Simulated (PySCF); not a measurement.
PySCF input file for C4H6S, SMILES C=C1CCS1, PBE-D3(BJ)/def2-SVP. Geometry: PBE-D3(BJ)/def2-SVP.

```python
import numpy as np
from pyscf import gto, scf, dft, df
from pyscf.hessian import thermo

mol = gto.M(
    atom='''
    C    -0.08101791    2.10715668   -0.00000000
    C     0.10534917    0.77696169   -0.00000000
    C     1.34639137   -0.09780750   -0.00000000
    C     0.58694466   -1.44842426   -0.00000000
    S    -1.05496089   -0.58269606   -0.00000000
    H     0.78694720    2.78443909   -0.00000000
    H    -1.08616661    2.55380680    0.00000000
    H     1.98477851    0.05122417   -0.89562406
    H     1.98477851    0.05122418    0.89562406
    H     0.73151644   -2.07243848   -0.90311458
    H     0.73151644   -2.07243847    0.90311459
    ''',
    basis='def2-SVP',
    charge=0,
    spin=0,
    max_memory=1600,
    verbose=3,
)
mf = dft.RKS(mol, xc='pbe').density_fit(auxbasis='def2-universal-jkfit')
mf.disp = 'd3bj'
mf.grids.level = 3
mf.conv_tol = 1e-11
mf.max_cycle = 100
mf.kernel()

# analytic Hessian; the response equations are solved on a coarser grid
h, args, fine = mf.Hessian(), (mf.mo_energy, mf.mo_coeff, mf.mo_occ), mf.grids
h.max_memory = max(150, 2.5e-5 * df.make_auxmol(mol, mf.with_df.auxbasis).nao * mol.nelec[0] * (mol.nelec[0] + mol.nao))  # MB; small integral blocks
h1ao = h.make_h1(mf.mo_coeff, mf.mo_occ)
mf.grids = dft.Grids(mol).set(level=1).build(with_non0tab=True)
mo1, mo_e1 = h.solve_mo1(*args, h1ao)
mf.grids = fine
hess = h.hess_elec(*args, mo1, mo_e1, h1ao) + h.hess_nuc()
if mf.do_disp():
    hess += h.get_dispersion()
for i in range(mol.natm):  # the analytic DFT Hessian lacks the response of the grid: restore translational invariance
    hess[i, i] -= hess[i].sum(axis=0)
hess = (hess + hess.transpose(1, 0, 3, 2)) / 2
vib = thermo.harmonic_analysis(mol, hess, imaginary_freq=False)
thermo.dump_normal_mode(mol, vib)
th = thermo.thermo(mf, vib['freq_au'][vib['freq_au'] > 0], 298.15, 101325)
thermo.dump_thermo(mol, th)
g0 = mf.nuc_grad_method().set(verbose=0).kernel()

# dipole derivatives [dipole axis, atom, xyz] from the same response
r, irp = mol.intor('int1e_r'), mol.intor('int1e_irp').reshape(3, 3, mol.nao, mol.nao)
sl, dm0, ok = mol.aoslice_by_atom(), np.array(mf.make_rdm1()), []
dmu = np.einsum('a,xt->xat', mol.atom_charges(), np.eye(3))
for a, (_, _, p0, p1) in enumerate(sl):
    dmu[:, a] += 2 * np.einsum('xtij,ij->xt', irp[:, :, :, p0:p1], dm0.reshape(-1, mol.nao, mol.nao).sum(0)[:, p0:p1])
    for u, c, occ, f in [(mo1, mf.mo_coeff, mf.mo_occ, 4)]:
        dmu[:, a] -= f * np.einsum('tui,xuv,vi->xt', u[a], r, c[:, occ > 0], optimize=True)
L = vib['norm_mode']
ir = 974.8801 * (np.einsum('xat,kat->kx', dmu, L) ** 2).sum(1)       # km/mol
apt = np.einsum('xax->a', dmu) / 3
print('mode   freq/cm-1   IR/(km/mol)')
for k, w in enumerate(vib['freq_wavenumber']):
    print(f'{k + 1:4d} {w:11.2f} {ir[k]:13.3f}')
print('max |gradient| / (hartree/bohr):', abs(g0).max())
print('APT charges:', apt.round(4))
```

Output:

```
[...]
Mode                                 6                   7                   8
Irrep
Freq [cm^-1]                      729.5833            765.8751            788.2065
Reduced mass [au]                   5.4156              1.1448              1.3495
Force const [Dyne/A]                1.6984              0.3956              0.4940
Char temp [K]                    1049.7080           1101.9238           1134.0537
Normal mode                   x     y     z       x     y     z       x     y     z
       0   C                -0.01  0.07  0.00   -0.00  0.00 -0.03   -0.00  0.00  0.14
       1   C                -0.01  0.04  0.00   -0.00  0.00 -0.04   -0.00  0.00 -0.05
       2   C                -0.03 -0.04 -0.00    0.00 -0.00  0.07    0.00 -0.00  0.01
       3   C                 0.17 -0.15 -0.00    0.00 -0.00  0.06    0.00 -0.00  0.02
       4   S                -0.06  0.03  0.00   -0.00  0.00 -0.01   -0.00  0.00 -0.00
       5   H                -0.04  0.11  0.00    0.00  0.00 -0.03    0.00 -0.00 -0.55
       6   H                -0.02  0.06 -0.00    0.00  0.00  0.31    0.00  0.00 -0.61
       7   H                -0.02  0.01  0.01   -0.27 -0.24 -0.17   -0.03 -0.08 -0.03
       8   H                -0.02  0.01 -0.01    0.27  0.24 -0.17    0.03  0.08 -0.03
       9   H                 0.18 -0.13 -0.02   -0.01  0.42 -0.22   -0.01  0.10 -0.06
      10   H                 0.18 -0.13  0.02    0.01 -0.42 -0.22    0.01 -0.10 -0.06
Mode                                 9                  10                  11
Irrep
Freq [cm^-1]                      870.4472            921.0363            965.9595
Reduced mass [au]                   1.8293              1.4013              2.2320
Force const [Dyne/A]                0.8166              0.7004              1.2271
Char temp [K]                    1252.3797           1325.1662           1389.8007
Normal mode                   x     y     z       x     y     z       x     y     z
       0   C                -0.11  0.04 -0.00   -0.00  0.00  0.01    0.02  0.00  0.00
       1   C                -0.06  0.01  0.00   -0.00  0.00 -0.06    0.01 -0.00 -0.00
       2   C                 0.15 -0.04 -0.00   -0.00 -0.00  0.10    0.08  0.13  0.00
       3   C                -0.00 -0.01 -0.00    0.00  0.00 -0.10   -0.06 -0.14 -0.00
       4   S                -0.01  0.00  0.00    0.00  0.00  0.02   -0.00 -0.01  0.00
       5   H                 0.19 -0.33  0.00    0.00 -0.00 -0.12   -0.03  0.07 -0.00
       6   H                 0.10  0.50 -0.00    0.00  0.00  0.10   -0.01 -0.06  0.00
       7   H                 0.17 -0.13 -0.00   -0.26 -0.00 -0.09    0.04  0.32 -0.01
       8   H                 0.17 -0.13  0.00    0.26  0.00 -0.09    0.04  0.32  0.01
       9   H                -0.08 -0.03  0.01    0.45 -0.20  0.10   -0.23 -0.18 -0.00
      10   H                -0.08 -0.03 -0.01   -0.45  0.20  0.10   -0.23 -0.18  0.00
Mode                                12                  13                  14
Irrep
Freq [cm^-1]                     1047.6829           1116.4671           1164.0742
Reduced mass [au]                   1.1990              2.2494              1.1552
Force const [Dyne/A]                0.7754              1.6520              0.9223
Char temp [K]                    1507.3825           1606.3476           1674.8436
Normal mode                   x     y     z       x     y     z       x     y     z
       0   C                -0.00 -0.00  0.01    0.08  0.03  0.00   -0.00 -0.00  0.00
       1   C                 0.00 -0.00 -0.07   -0.18 -0.04 -0.00    0.00  0.00 -0.03
       2   C                 0.00  0.00  0.09    0.06 -0.03 -0.00   -0.00 -0.00 -0.06
       3   C                -0.00  0.00 -0.01    0.07  0.04 -0.00    0.00  0.00  0.08
       4   S                -0.00 -0.00 -0.01    0.01  0.00  0.00   -0.00 -0.00  0.00
       5   H                 0.00 -0.00 -0.06   -0.14  0.31 -0.00    0.00 -0.00 -0.01
       6   H                 0.00  0.00  0.06   -0.05 -0.23  0.00    0.00  0.00  0.02
       7   H                -0.27  0.34 -0.04    0.07 -0.12 -0.01   -0.01  0.53  0.02
       8   H                 0.27 -0.34 -0.04    0.07 -0.12  0.01    0.01 -0.53  0.02
       9   H                -0.44 -0.14  0.02   -0.30 -0.03 -0.01    0.28  0.25 -0.04
      10   H                 0.44  0.14  0.02   -0.30 -0.03  0.01   -0.28 -0.25 -0.04
Mode                                15                  16                  17
Irrep
Freq [cm^-1]                     1188.8333           1220.8822           1348.8827
Reduced mass [au]                   1.6338              1.5914              1.1590
Force const [Dyne/A]                1.3605              1.3976              1.2425
Char temp [K]                    1710.4664           1756.5776           1940.7419
Normal mode                   x     y     z       x     y     z       x     y     z
       0   C                -0.04 -0.01 -0.00   -0.00  0.03  0.00   -0.00 -0.04 -0.00
       1   C                 0.10  0.02  0.00   -0.02 -0.02 -0.00    0.03 -0.08  0.00
       2   C                -0.08 -0.02  0.00    0.05 -0.17  0.00   -0.02  0.04 -0.00
       3   C                 0.12  0.04 -0.00   -0.01  0.04 -0.00    0.00 -0.00  0.00
       4   S                -0.00 -0.01 -0.00    0.00  0.00 -0.00    0.00  0.00  0.00
       5   H                 0.08 -0.17  0.00   -0.07  0.12 -0.00   -0.40  0.49  0.00
       6   H                 0.02  0.11 -0.00    0.03  0.11  0.00    0.27  0.60 -0.00
       7   H                -0.09  0.07  0.01   -0.15  0.51 -0.02   -0.03 -0.08 -0.02
       8   H                -0.09  0.07 -0.01   -0.15  0.51  0.02   -0.03 -0.08  0.02
       9   H                -0.50 -0.03 -0.04    0.04  0.04  0.01   -0.01  0.02 -0.01
      10   H                -0.50 -0.03  0.04    0.04  0.04 -0.01   -0.01  0.02  0.01
Mode                                18                  19                  20
Irrep
Freq [cm^-1]                     1384.5480           1418.8721           1670.2429
Reduced mass [au]                   1.0813              1.1111              7.3631
Force const [Dyne/A]                1.2213              1.3180             12.1024
Char temp [K]                    1992.0562           2041.4411           2403.1076
Normal mode                   x     y     z       x     y     z       x     y     z
       0   C                -0.00  0.01 -0.00   -0.00  0.01 -0.00   -0.03  0.17  0.00
       1   C                 0.01  0.01  0.00   -0.00 -0.00  0.00    0.05 -0.21  0.00
       2   C                 0.07  0.03 -0.00    0.04  0.01 -0.00   -0.02  0.03  0.00
       3   C                 0.01  0.02  0.00    0.00 -0.08  0.00   -0.00  0.01 -0.00
       4   S                -0.00  0.00  0.00    0.00 -0.00  0.00    0.00  0.00 -0.00
       5   H                 0.03 -0.03  0.00    0.02 -0.02 -0.00    0.17 -0.03  0.00
       6   H                -0.02 -0.03 -0.00   -0.02 -0.03 -0.00   -0.16 -0.06  0.00
       7   H                -0.48 -0.14 -0.39   -0.17 -0.04 -0.15   -0.00 -0.01  0.01
       8   H                -0.48 -0.14  0.39   -0.17 -0.04  0.15   -0.00 -0.01 -0.01
       9   H                 0.02 -0.19  0.14   -0.06  0.49 -0.38    0.00 -0.00  0.01
      10   H                 0.02 -0.19 -0.14   -0.06  0.49  0.38    0.00 -0.00 -0.01
Mode                                21                  22                  23
Irrep
Freq [cm^-1]                     2986.8449           3011.1784           3039.8083
Reduced mass [au]                   1.0600              1.0583              1.1084
Force const [Dyne/A]                5.5719              5.6538              6.0346
Char temp [K]                    4297.4047           4332.4153           4373.6073
Normal mode                   x     y     z       x     y     z       x     y     z
       0   C                 0.00 -0.00  0.00   -0.00  0.00 -0.00    0.00 -0.00  0.00
       1   C                -0.00  0.00  0.00    0.00 -0.00 -0.00   -0.00  0.00 -0.00
       2   C                 0.06  0.02  0.00   -0.01 -0.00 -0.00    0.00  0.00 -0.09
       3   C                -0.00  0.01 -0.00   -0.01  0.06  0.00    0.00 -0.00  0.02
       4   S                -0.00 -0.00 -0.00   -0.00 -0.00  0.00   -0.00 -0.00 -0.00
       5   H                 0.01  0.01  0.00   -0.00 -0.00 -0.00    0.00  0.00 -0.00
       6   H                -0.01  0.00 -0.00    0.00 -0.00 -0.00   -0.00  0.00  0.00
       7   H                -0.37 -0.09  0.56    0.04  0.01 -0.06   -0.38 -0.09  0.53
       8   H                -0.37 -0.09 -0.56    0.04  0.01  0.06    0.38  0.09  0.53
       9   H                 0.01 -0.04 -0.06    0.08 -0.36 -0.57    0.02 -0.07 -0.10
      10   H                 0.01 -0.04  0.06    0.08 -0.36  0.57   -0.02  0.07 -0.10
Mode                                24                  25                  26
Irrep
Freq [cm^-1]                     3077.7142           3082.1106           3181.3428
Reduced mass [au]                   1.1126              1.0601              1.1175
Force const [Dyne/A]                6.2091              5.9332              6.6635
Char temp [K]                    4428.1455           4434.4709           4577.2439
Normal mode                   x     y     z       x     y     z       x     y     z
       0   C                -0.00  0.00  0.00    0.00 -0.07 -0.00    0.09  0.01 -0.00
       1   C                 0.00 -0.00  0.00   -0.00  0.01  0.00    0.00  0.00 -0.00
       2   C                -0.00 -0.00  0.02   -0.00 -0.00  0.00   -0.00  0.00  0.00
       3   C                 0.00 -0.00  0.09    0.00  0.00  0.00   -0.00 -0.00  0.00
       4   S                 0.00 -0.00 -0.00    0.00  0.00  0.00   -0.00 -0.00  0.00
       5   H                -0.00 -0.00  0.00    0.58  0.44  0.00   -0.48 -0.39 -0.00
       6   H                 0.00 -0.00 -0.00   -0.59  0.25 -0.00   -0.64  0.29  0.00
       7   H                 0.07  0.02 -0.10    0.01  0.00 -0.01    0.00  0.00 -0.00
       8   H                -0.07 -0.02 -0.10    0.01  0.00  0.01    0.00  0.00  0.00
       9   H                 0.08 -0.37 -0.54    0.00 -0.00 -0.00   -0.00 -0.00 -0.00
      10   H                -0.08  0.37 -0.54    0.00 -0.00  0.00   -0.00 -0.00  0.00
temperature 298.1500 [K]
pressure 101325.00 [Pa]
Rotational constants [GHz] 6.70612 4.09854 2.63020
Symmetry number 1
Zero-point energy (ZPE) 0.08564 [Eh]   224848.774 [J/mol]
                           tot       elec      trans        rot        vib
Entropy [J/mol/K]       311.868      0.000    164.321    108.366     39.181
Cv [J/mol/K]             80.623      0.000     12.472     12.472     55.680
Cp [J/mol/K]             88.938      0.000     20.786     12.472     55.680
Internal energy [J/mol]                      3718.434   3718.434 231503.182
Internal energy [Eh]   -553.48231  -553.57331
Enthalpy [J/mol]                             6197.391   3718.434 231503.182
Enthalpy [Eh]          -553.48136
Gibbs free energy [J/mol]                  -42794.940 -28590.973 219821.513
Gibbs free energy [Eh] -553.51678
mode   freq/cm-1   IR/(km/mol)
   1       63.58         0.091
   2      322.31         0.263
   3      409.61         8.028
   4      534.81         1.053
   5      631.36         0.380
   6      649.50        15.892
   7      729.58         3.236
   8      765.88         0.004
   9      788.21        44.846
  10      870.45         0.332
  11      921.04         1.150
  12      965.96         0.095
  13     1047.68         0.020
  14     1116.47        29.101
  15     1164.07         0.068
  16     1188.83         2.838
  17     1220.88         0.827
  18     1348.88         0.549
  19     1384.55         3.717
  20     1418.87         0.046
  21     1670.24        93.065
  22     2986.84        15.909
  23     3011.18        28.102
  24     3039.81         3.494
  25     3077.71         8.495
  26     3082.11         0.195
  27     3181.34         2.035
max |gradient| / (hartree/bohr): 3.3615469894876254e-05
APT charges: [-0.3006  0.3353  0.0459  0.1332 -0.2478  0.04    0.0484 -0.0061 -0.0061
 -0.0211 -0.0211]
```

Self-consistency was reached.
